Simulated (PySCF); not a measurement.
TiOF, SMILES [O]=[Ti][F] (connectivity only; charge and spin as stated), neutral, multiplicity 2. Coordinates come from a PBE0-D3(BJ)/def2-TZVP optimisation. The spin state was assumed, not searched.

Calculation: PySCF with PBE0-D3(BJ)/def2-TZVP.

Harmonic wavenumbers (cm⁻¹): 130, 655, 1050. Rotational constants (GHz): 40.48, 6.112, 5.310; symmetry number 1.

Task: Work out the zero-point energy and the ideal-gas rigid-rotor harmonic-oscillator thermochemistry at 298.15 K and 1 atm.

Result: ZPE = ½ Σ hcν = ½ × 1835 cm⁻¹ = 10.98 kJ/mol. H − E(el) = 23.10 kJ/mol. Entropy in J/(mol K): translation 163.84, rotation 96.31, vibration 14.15, spin 5.76, total 280.06. G − E(el) = -60.40 kJ/mol. Cp = 46.51 J/(mol K). Modes under 150 cm⁻¹ make the vibrational entropy uncertain.
